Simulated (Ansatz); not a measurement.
Problem. Name a neutral molecule of B, F, Se, Si and H with LUMO energy (ωB97M-V/def2-TZVPP) between 0.80 and 1.10 eV and HOMO–LUMO gap (PBE/def2-TZVPP) between 4.55 and 4.85 eV (Ansatz, PBE0-D4/def2-TZVP geometry).

Solution. `B[SiH](F)[SeH]` (0.97 eV, 4.82 eV). Other molecules can fit too; these were computed, each in one conformer that needn't be the lowest.
